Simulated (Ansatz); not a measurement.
Isolated molecules relaxed with PBE0-D4/def2-TZVP in Ansatz; ΔE leaves out vibrations. CCSD(T)/CBS is the MP2 limit (def2-TZVPP, def2-QZVPP) plus CCSD(T) − MP2 in def2-TZVPP, frozen cores. Functionals use def2-TZVPP. B3LYP here is the variant with VWN-RPA as its local correlation; programs differ in this. Elements past krypton have def2 core potentials. For Ga, Sn outer-core shells are correlated without core-valence functions, which leaves a few kJ/mol of doubt a bond. Scalar relativity is left out up to krypton. One conformer a species, not always the lowest.

Reaction (redistribution): `[OH][Sn][F]` + `[OH][Ga]([SH])[O][SiH3]` → `[F][Sn][O][SiH3]` + `[OH][Ga]([OH])[SH]`

`[OH][Sn][F]`:

Z-matrix (Å, degrees):
```
O
Sn 1 1.969
H 1 0.961 2 116.2
F 2 1.934 1 93.3 3 180.0
```

`[OH][Ga]([SH])[O][SiH3]`:

Cartesian coordinates in Å:
```
O -1.582 1.746 -0.355
Ga -0.211 1.184 0.621
S 0.570 2.390 2.249
O 0.538 -0.391 0.266
Si 0.311 -1.596 -0.810
H -1.837 1.128 -1.045
H 1.504 1.466 2.535
H 1.535 -1.784 -1.633
H -0.826 -1.279 -1.727
H -0.001 -2.863 -0.101
```

`[F][Sn][O][SiH3]`:

Cartesian coordinates in Å:
```
F -2.047 -0.151 -1.629
Sn -0.310 -0.561 -2.401
O 0.700 -0.273 -0.745
Si 0.459 0.148 0.823
H -0.135 1.508 0.927
H -0.440 -0.820 1.506
H 1.773 0.149 1.519
```

`[OH][Ga]([OH])[SH]`:

Z-matrix (Å, degrees):
```
Ga
O 1 1.775
S 1 2.185 2 119.2
O 1 1.779 2 116.7 3 180.0
H 2 0.960 1 112.7 3 180.0
H 3 1.345 1 91.9 2 -0.0
H 4 0.959 1 114.9 2 180.0
```

```csv
level,ΔE (kcal/mol),difference from CCSD(T)/CBS
r2SCAN-D4,-2.5,0.4
PBE0-D4,-2.8,0.1
B3LYP-D4,-3.0,-0.1
ωB97X-V,-3.0,-0.1
ωB97M-V,-3.0,-0.1
r2SCAN,-2.6,0.3
PBE0,-2.9,0.0
B3LYP,-3.1,-0.2
MP2/def2-TZVPP,-3.2,-0.3
SCS-MP2/def2-TZVPP,-3.1,-0.2
CCSD/def2-TZVPP,-3.0,-0.1
CCSD(T)/def2-TZVPP,-2.8,0.1
HF/def2-QZVPP,-3.2,-0.3
SCS-MP2/def2-QZVPP,-3.1,-0.2
HF/CBS(def2),-3.2,-0.3
CCSD/CBS(def2),-3.0,-0.1
CCSD(T)/CBS,-2.9,0
```

Largest T1 diagnostic among the species: 0.018.
